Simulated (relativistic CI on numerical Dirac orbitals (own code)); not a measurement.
**Nd³⁺: computed level list**

Calculated at this level of theory: Dirac-Coulomb-Breit CI, separate exchange-only KLI orbitals for each configuration, model QED (radiative potential, 1s self-energy scaled to tabulated hydrogen-like ionisation energies), valence Slater integrals scaled by 0.75 (own radial code, finite nucleus).

Configurations in the expansion (outside the closed core [Xe]): 4f³.

The lowest level is 4f³ ⁴I°9/2, with 96 % of that term; Hund's rules for 4f³ give ⁴I° with J = 9/2, in agreement.

```csv
No.,Configuration,Term,J,E (eV),%,Lifetime (s),jj configuration (%)
1,4f³,⁴I°,9/2,0.0000,96,,4f5/2^3 (63)
2,4f³,⁴I°,11/2,0.2304,99,3.74e+00,4f5/2^2 4f7/2 (87)
3,4f³,⁴I°,13/2,0.4725,99,2.80e+00,4f5/2 4f7/2^2 (80)
4,4f³,⁴I°,15/2,0.7210,98,3.88e+00,4f7/2^3 (49)
5,4f³,²H°,9/2,1.4217,72,5.27e-01,4f5/2^2 4f7/2 (47)
6,4f³,⁴F°,3/2,1.4355,93,,4f5/2^3 (44)
7,4f³,⁴F°,5/2,1.5634,97,2.24e+01,4f5/2^2 4f7/2 (72)
8,4f³,⁴S°,3/2,1.6632,93,1.12e+02,4f5/2^2 4f7/2 (57)
9,4f³,⁴F°,7/2,1.6656,86,1.75e+01,4f5/2^2 4f7/2 (63)
10,4f³,⁴F°,9/2,1.7983,77,1.74e+00,4f5/2 4f7/2^2 (81)
11,4f³,²H°,11/2,1.8119,95,6.42e-01,4f5/2 4f7/2^2 (67)
12,4f³,²G°,7/2,2.0265,74,1.48e+00,4f5/2 4f7/2^2 (50)
13,4f³,⁴G°,5/2,2.1614,99,9.20e+00,4f5/2^2 4f7/2 (42)
14,4f³,²K°,13/2,2.1763,99,6.82e-01,4f5/2^2 4f7/2 (67)
15,4f³,⁴G°,7/2,2.3447,87,2.66e+00,4f5/2^2 4f7/2 (57)
16,4f³,²G°,9/2,2.3549,47,6.06e-01,4f7/2^3 (51)
17,4f³,²K°,15/2,2.4224,94,4.42e-01,4f5/2^2 4f7/2 (46)
18,4f³,²D°,3/2,2.5189,47,4.50e-01,4f5/2 4f7/2^2 (56)
19,4f³,⁴G°,9/2,2.5351,69,1.13e+00,4f5/2 4f7/2^2 (50)
20,4f³,⁴G°,11/2,2.6691,95,1.55e+00,4f5/2 4f7/2^2 (45)
21,4f³,²P°,1/2,2.7396,96,1.17e+00,4f5/2 4f7/2^2 (52)
22,4f³,²D°,5/2,2.7908,97,,4f5/2 4f7/2^2 (71)
23,4f³,²P°,3/2,3.1186,49,,4f7/2^3 (78)
24,4f³,²I°,11/2,3.4075,88,,4f5/2^2 4f7/2 (70)
25,4f³,²L°,15/2,3.4915,96,,4f5/2^2 4f7/2 (46)
26,4f³,⁴D°,3/2,3.5266,76,,4f5/2^2 4f7/2 (74)
27,4f³,²I°,13/2,3.5571,99,,4f5/2 4f7/2^2 (87)
28,4f³,⁴D°,5/2,3.5606,75,,4f5/2^2 4f7/2 (64)
29,4f³,⁴D°,1/2,3.6122,96,,4f5/2^2 4f7/2 (52)
30,4f³,²L°,17/2,3.6724,100,,4f5/2 4f7/2^2 (100)
```

Energies count from the lowest computed level; ° marks odd parity; lifetimes are radiative, by E1, M1, E2, M2 decay to levels of this space only; some are left blank where a channel outside the calculation adds to the decay or the decay crosses a small, uncertain gap. Filled j subshells are mostly left out of the jj labels.

The mean weight of the leading LS term, summed over parents, in these 30 levels is 86 %, and that of the leading jj configuration (from the same eigenvectors) 62 %, so LS coupling describes them better.

One configuration and one scale for all Slater integrals: terms of lower spin can come out thousands of cm⁻¹ low, and their order can be wrong. 29 of the 32 excited levels that our extract of the measured tables holds in this range could be paired (the sources list more); they are missed by 1223 cm⁻¹ on average and 2943 at most, and levels without a partner can miss by more.

Landé's interval rule says that E(J) − E(J−1) = AJ with one A. For the ground term the intervals give A = 337.8, 300.4, 267.3 cm⁻¹ for J = 11/2, 13/2, 15/2; the multiplet is regular.

LS names give the leading component of a level, which can be under half, so a name can repeat, a term be missing and a line seem to break the LS rules.
